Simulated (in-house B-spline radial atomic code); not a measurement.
# Ionising Bi30+ with different functionals

Computed with a B-spline radial code for spherical atoms: scalar-relativistic (spin-free X2C) Hamiltonian, Fermi nucleus of rms radius 5.5211 fm, spin-polarised at highest spin, spherical fractional occupations for the functionals, the average over the highest-spin determinants for Hartree-Fock. The ionisation energy is the difference of two self-consistent energies, [Kr] 4d10 4f7 → [Kr] 4d10 4f6, without Breit or QED terms; ε is the level of the shell that loses the electron (its least bound occupied spin orbital). There is no spin-orbit coupling in this Hamiltonian.

Hybrids are left out here: with spherical fractional occupations of an open shell their exact exchange keeps a self-interaction that integer-occupation calculations don't have.

```
      method          rung  ΔSCF (eV)  -ε(4f) (eV)
Hartree-Fock  Hartree-Fock    1115.12      1118.09
    LDA PW92           LDA    1113.64      1085.05
        BLYP           GGA    1113.09      1084.51
        TPSS      meta-GGA    1113.19      1084.66
```

Question: How do they compare with the NIST value?

Answer: NIST lists 1120 eV ± 60 (tabulated theory, ground level to ground level). Errors run from -6.91 to -4.88 eV; all lie within about twice that uncertainty, so the table can't rank the methods. Hartree-Fock also lacks correlation.
